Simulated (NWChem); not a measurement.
**Correlation energy of Ga**

```
Ga
```
Charge 0, spin multiplicity 2.

Program: NWChem.

Basis set: def2-QZVP. Each correlation energy counts from its own Hartree-Fock reference.

The Hamiltonian is non-relativistic. The correlated methods keep 9 core orbitals frozen. No SCF solution was tested for a lower state. Open-shell Hartree-Fock references start from PBE0 orbitals. Coupled-cluster values serve here as a point of comparison, not as the truth.

Problem. For the correlation energy, SCS-UMP2 gives -212.2 mHa and CCSD on ROHF gives -228.7 mHa. What do CCSD[T] on ROHF, CCSD(T) on UHF, CCSD(T) on ROHF give?

Solution. CCSD[T] on ROHF: -239.3 mHa; CCSD(T) on UHF: -234.5 mHa; CCSD(T) on ROHF: -237.8 mHa.
